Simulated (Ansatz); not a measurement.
Start from `C=C[Se][Si](F)(F)F` and change one atom or group to get `F[Si](F)(F)Br`.

Ansatz, PBE0-D4/def2-TZVP geometries, multiplicity 1. Each molecule was computed in one conformer, which needn't be the lowest.

Scalar relativity is left out up to krypton. Spin–orbit coupling is left out; it splits and shifts lone-pair levels of the heavy atoms by tenths of an eV.

| property | `C=C[Se][Si](F)(F)F` |
| --- | --- |
| LUMO energy (B3LYP/def2-TZVPP) / eV | -1.19 |
| HOMO energy (PBE/def2-TZVPP) / eV | -6.35 |
| HOMO energy (B3LYP/def2-TZVPP) / eV | -7.30 |
| HOMO–LUMO gap (B3LYP/def2-TZVPP) / eV | 6.11 |
| LUMO energy (PBE0/def2-TZVPP) / eV | -0.97 |
| HOMO–LUMO gap (PBE0/def2-TZVPP) / eV | 6.57 |

Question: What does the change do to each property? (Best estimate.)

Answer: Ansatz gave: 
```tsv
property	`F[Si](F)(F)Br`	shift
LUMO energy (B3LYP/def2-TZVPP) / eV	-0.35	0.84
HOMO energy (PBE/def2-TZVPP) / eV	-8.21	-1.86
HOMO energy (B3LYP/def2-TZVPP) / eV	-9.30	-2.00
HOMO–LUMO gap (B3LYP/def2-TZVPP) / eV	8.95	2.84
LUMO energy (PBE0/def2-TZVPP) / eV	-0.03	0.94
HOMO–LUMO gap (PBE0/def2-TZVPP) / eV	9.57	3.00
```

With PBE0 the HOMO falls by 2.05 eV and the LUMO rises by 0.94 eV, so the gap widens by about 2.99 eV. PBE moves the HOMO by -1.86 eV and ωB97M-V by -2.12 eV.

B3LYP here is the variant with VWN-RPA as its local correlation; programs differ in this.
